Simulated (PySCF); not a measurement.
Input for PySCF: D3(BJ) and D4 dispersion corrections on HNSi (SMILES N#[SiH]).

```python
from pyscf import gto
from pyscf.dispersion import dftd3, dftd4

mol = gto.M(
    atom='''
    H    -0.00000000   -0.00000000   -1.50864571
    Si    0.00000000    0.00000000   -0.02570464
    N    -0.00000000   -0.00000000    1.53425035
    ''',
    basis='def2-svp',
    charge=0, spin=0, verbose=0, max_memory=1800)
d3, d4 = {}, {}
for xc in ['hf', 'pbe', 'blyp', 'revpbe', 'tpss', 'r2scan', 'b3lyp', 'pbe0', 'bhlyp', 'camb3lyp', 'b2plyp']:
    d3[xc] = float(dftd3.DFTD3Dispersion(mol, xc=xc, version='d3bj', atm=False).get_dispersion()['energy'])
    print(f'D3(BJ) {xc:10s} {d3[xc]:14.8f} Eh')
for xc in ['hf', 'pbe', 'blyp', 'revpbe', 'tpss', 'r2scan', 'b3lyp', 'pbe0', 'bhlyp', 'camb3lyp', 'b2plyp']:
    d4[xc] = float(dftd4.DFTD4Dispersion(mol, xc={'camb3lyp': 'cam-b3lyp'}.get(xc, xc), atm=True).get_dispersion()['energy'])
    print(f'D4     {xc:10s} {d4[xc]:14.8f} Eh')
```

The log:

```
D3(BJ) hf            -0.01556585 Eh
D3(BJ) pbe           -0.00135248 Eh
D3(BJ) blyp          -0.00310140 Eh
D3(BJ) revpbe        -0.00342112 Eh
D3(BJ) tpss          -0.00172889 Eh
D3(BJ) r2scan        -0.00033631 Eh
D3(BJ) b3lyp         -0.00256151 Eh
D3(BJ) pbe0          -0.00118170 Eh
D3(BJ) bhlyp         -0.00215000 Eh
D3(BJ) camb3lyp      -0.00110584 Eh
D3(BJ) b2plyp        -0.00124184 Eh
D4     hf            -0.00523057 Eh
D4     pbe           -0.00134170 Eh
D4     blyp          -0.00304961 Eh
D4     revpbe        -0.00420868 Eh
D4     tpss          -0.00181251 Eh
D4     r2scan        -0.00028480 Eh
D4     b3lyp         -0.00221120 Eh
D4     pbe0          -0.00110665 Eh
D4     bhlyp         -0.00172439 Eh
D4     camb3lyp      -0.00111853 Eh
D4     b2plyp        -0.00091514 Eh
```

The run finished.

Cost: around 0.05 core-seconds (rough).
